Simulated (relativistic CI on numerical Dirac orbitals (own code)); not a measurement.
**The spin-orbit constant of Sc²⁺ from its measured fine structure**

Problem. The ground term 2D of Sc²⁺ (3p6.3d) has the measured levels J = 3/2: 0.0, J = 5/2: 197.6 cm⁻¹ (Sugar and Corliss, J. Phys. Chem. Ref. Data 9, 473 (1980)). Test the interval rule and estimate ζ(3d).

Working.
1. In LS coupling E(J) − E(J − 1) = AJ. The intervals give A = 79.1 (J = 5/2) cm⁻¹.
2. A doublet has one interval, so the rule cannot be tested.
3. The whole width divided by the sum of the upper J values gives a mean A = 79.1 cm⁻¹.
4. For the Hund term of a shell that is less than half full, A = +ζ/2S with 2S = 1, so ζ = 79 cm⁻¹.

Check. The value calculated from Dirac-Coulomb-Breit radial functions of this configuration is ζ = 65 cm⁻¹, 18 % below the estimate from measurement. The same recipe applied to the calculated levels returns 65 cm⁻¹, which shows the bias of the recipe itself.
